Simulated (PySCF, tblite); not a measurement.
Structures optimised with GFN2-xTB, isolated species. One conformer each, none proved a minimum here. Atom numbers follow the mapped SMILES. Open shells are treated by occupation alone.

Problem. Order the C–N distances, shortest first.
A. N1–C2 in `[H]/[N:1]=[CH:2]\[CH2:3]/[CH:4]=[CH:5]\[SiH2:6][Cl:7]` with N1–C2–C3–C4 117°, C2–C3–C4–C5 102°, C4–C5–Si6–Cl7 -62°
B. N9–C10 in `[CH3:1][c:2]1[cH:3][cH:4][cH:5][c:6]2[s:7][n:8][n:9][c:10]12`
C. C9–N10 in `[N:1]#[C:2][c:3]1[cH:4][cH:5][cH:6][c:7]([SH:8])[c:9]1[NH2:10]` with C6–C7–S8–H -132°
D. C4–N5 in `[CH3:1][C:2](=[O:3])[c:4]1[n:5][n:6][c:7]([CH3:8])[s:9]1` with C1–C2–C4–N5 0°

Solution. A (1.250 Å), D (1.293 Å), B (1.356 Å), C (1.367 Å).

- 1.250 Å: drawn double, imine nitrogen to imine carbon
- 1.293 Å: aromatic, substituted aromatic carbon to pyridine-type nitrogen, in a 5-membered ring
- 1.356 Å: aromatic, pyridine-type nitrogen to ring-fusion aromatic carbon, in a 5-membered ring
- 1.367 Å: drawn single, aromatic carbon bearing nitrogen to aniline-type nitrogen

Problem. Order the C–S distances, shortest first.
A. C7–S9 in `[CH3:1][C:2](=[O:3])[c:4]1[n:5][n:6][c:7]([CH3:8])[s:9]1` with C1–C2–C4–N5 0°
B. C7–S8 in `[N:1]#[C:2][c:3]1[cH:4][cH:5][cH:6][c:7]([SH:8])[c:9]1[NH2:10]` with C6–C7–S8–H -132°
C. C6–S7 in `[CH3:1][c:2]1[cH:3][cH:4][cH:5][c:6]2[s:7][n:8][n:9][c:10]12`

Solution. C (1.728 Å), A (1.751 Å), B (1.787 Å).

- 1.728 Å: aromatic, ring-fusion aromatic carbon to ring sulfur, in a 5-membered ring
- 1.751 Å: aromatic, substituted aromatic carbon to thiophene-type sulfur, in a 5-membered ring
- 1.787 Å: drawn single, substituted aromatic carbon to thiol sulfur

Problem. Rank these C–C bonds from shortest to longest.
A. C6–C8 in `[F:1][C@@H:2]([SiH3:3])[Si@@H:4]([Cl:5])[CH:6]1[CH2:7][CH2:8]1` with F1–C2–Si4–Cl5 66°, C2–Si4–C6–C7 85°
B. C2–C3 in `[CH2:1]=[CH:2][c:3]1[cH:4][cH:5][cH:6][c:7]([F:8])[cH:9]1` with C1–C2–C3–C4 180°
C. C2–C3 in `[N:1]#[C:2][c:3]1[cH:4][cH:5][cH:6][c:7]([SH:8])[c:9]1[NH2:10]` with C6–C7–S8–H -132°
D. C3–C4 in `[CH3:1][c:2]1[cH:3][cH:4][cH:5][c:6]2[s:7][n:8][n:9][c:10]12`

Solution. D (1.398 Å), C (1.409 Å), B (1.458 Å), A (1.504 Å).

- 1.398 Å: aromatic, both ends aromatic CH carbon, in a 6-membered ring
- 1.409 Å: drawn single, nitrile carbon to substituted aromatic carbon
- 1.458 Å: drawn single, alkene CH carbon to substituted aromatic carbon
- 1.504 Å: drawn single, sp3 carbon bound to silicon to three-membered-ring carbon, in a 3-membered ring

Problem. Order these C–C–N angles, narrowest first.
A. N1–C2–C3 in `[H]/[N:1]=[CH:2]\[CH2:3]/[CH:4]=[CH:5]\[SiH2:6][Cl:7]` with N1–C2–C3–C4 117°, C2–C3–C4–C5 102°, C4–C5–Si6–Cl7 -62°
B. C3–C9–N10 in `[N:1]#[C:2][c:3]1[cH:4][cH:5][cH:6][c:7]([SH:8])[c:9]1[NH2:10]` with C6–C7–S8–H -132°
C. N6–C7–C8 in `[CH3:1][C:2](=[O:3])[c:4]1[n:5][n:6][c:7]([CH3:8])[s:9]1` with C1–C2–C4–N5 0°

Solution. B (121.3°), C (124.2°), A (128.2°).

These are computed values.
